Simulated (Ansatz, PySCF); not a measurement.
Gas-phase reaction 2 R1 → 2 P1 + P2, each structure at its B3LYP-D3(BJ)/def2-TZVP stationary point, reached from a drawn start (curvature not checked).
P1, H2 (SMILES [H][H]) (charge 0, multiplicity 1):
```xyz
2

H      0.0000     0.0000     0.3720
H      0.0000     0.0000    -0.3720
```
R1: H2O (SMILES O), charge 0, multiplicity 1.
P2: O2 (SMILES O=O), charge 0, multiplicity 3.

P less R. No zero-point or thermal terms; singlets are restricted closed shells; open shells are unrestricted; no spin–orbit coupling.

Correlated levels freeze the cores.

Programs: Ansatz (Gaussian basis) for Hartree–Fock, density functionals and correlated methods; PySCF for M06-2X and the D3/D4 terms. No computed number here is a measurement.

The comparison value is 124.22 kcal/mol (CCSD(T)/cc-pVQZ). It is a level with limits of its own, not the exact answer.

**Question.** Order these levels by how close they come to the comparison value for the reaction energy, closest first: BLYP-D4/def2-TZVPP, HF/cc-pVDZ, M06-2X/def2-TZVPP, BHLYP/def2-TZVPP, PBE0-D4/def2-TZVPP. Give each level's value less the comparison value.

**Answer.** M06-2X/def2-TZVPP (-2.57 kcal/mol), BHLYP/def2-TZVPP (-3.49 kcal/mol), PBE0-D4/def2-TZVPP (-5.54 kcal/mol), BLYP-D4/def2-TZVPP (-16.24 kcal/mol), HF/cc-pVDZ (-19.36 kcal/mol)

Ansatz is a program for electronic structure.
